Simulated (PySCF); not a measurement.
4-chloropyridine, C5H4ClN.
Atom-mapped SMILES: `[Cl:1][c:2]1[cH:3][cH:4][n:5][cH:6][cH:7]1` (hydrogens: H8 on C3; H9 on C4; H10 on C6; H11 on C7)

The same species was optimised twice, with GFN2-xTB and with PBE0-D3(BJ)/def2-SVP (PySCF), and the same property calculations (PySCF, gas phase) were run on both structures.

```csv
coordinate,GFN2-xTB,PBE0-D3(BJ)/def2-SVP,change
N5–C6 (Å),1.320,1.330,+0.010
C4–N5 (Å),1.320,1.330,+0.010
C6–C7 (Å),1.387,1.394,+0.007
C3–C4 (Å),1.387,1.394,+0.007
C2–C3 (Å),1.387,1.393,+0.006
C2–C7 (Å),1.387,1.393,+0.006
Cl1–C2 (Å),1.727,1.726,-0.001
C4–N5–C6 (°),118.1,117.5,-0.6
N5–C6–C7 (°),123.6,123.9,+0.3
C3–C4–N5 (°),123.7,123.9,+0.2
C3–C2–C7 (°),119.5,119.4,-0.1
C2–C3–C4 (°),117.5,117.6,+0.1
C2–C7–C6 (°),117.6,117.6,0.0
Cl1–C2–C7 (°),120.3,120.3,0.0
Cl1–C2–C3 (°),120.2,120.3,+0.1
```

Rotational constants: A = 6101, B = 1585, C = 1258 MHz (GFN2-xTB) against A = 6036, B = 1575, C = 1249 MHz (PBE0-D3(BJ)/def2-SVP). Point groups within 0.08 Å: C2v and C2v.

On the GFN2-xTB structure: HOMO (eV) -7.73 [PBE0/pcSseg-1]; LUMO (eV) -1.10 [PBE0/pcSseg-1]; dipole (D) 0.66 [PBE0/pcSseg-1]; GIAO shielding of Cl1 (ppm) 694.8 [PBE0/pcSseg-1]; GIAO shielding of C2 (ppm) 30.7 [PBE0/pcSseg-1]; GIAO shielding of C3/C7 (mean) (ppm) 57.4 [PBE0/pcSseg-1]; GIAO shielding of C4/C6 (mean) (ppm) 30.3 [PBE0/pcSseg-1]; GIAO shielding of N5 (ppm) -86.7 [PBE0/pcSseg-1].

Task: What do these properties become on the PBE0-D3(BJ)/def2-SVP structure?

Result: 
```tsv
property	level	on GFN2-xTB	on PBE0-D3(BJ)/def2-SVP	change
HOMO (eV)	PBE0/pcSseg-1	-7.73	-7.79	-0.06
LUMO (eV)	PBE0/pcSseg-1	-1.10	-1.15	-0.05
dipole (D)	PBE0/pcSseg-1	0.66	0.72	+0.06
energy, GFN2-xTB geometry as zero (kcal/mol)	PBE0/pcSseg-1	0.0	-0.2	-0.2
GIAO shielding of Cl1 (ppm)	PBE0/pcSseg-1	694.8	693.0	-1.8
GIAO shielding of C2 (ppm)	PBE0/pcSseg-1	30.7	29.4	-1.3
GIAO shielding of C3/C7 (mean) (ppm)	PBE0/pcSseg-1	57.4	55.0	-2.4
GIAO shielding of C4/C6 (mean) (ppm)	PBE0/pcSseg-1	30.3	27.9	-2.4
GIAO shielding of N5 (ppm)	PBE0/pcSseg-1	-86.7	-90.2	-3.5
```

The heavy atoms differ by 0.008 Å rms after alignment. Among bonds between heavy atoms C4–N5 and N5–C6 change most and about equally (+0.010 Å). Changes are differences of the printed values. Neither structure is proved a minimum here.
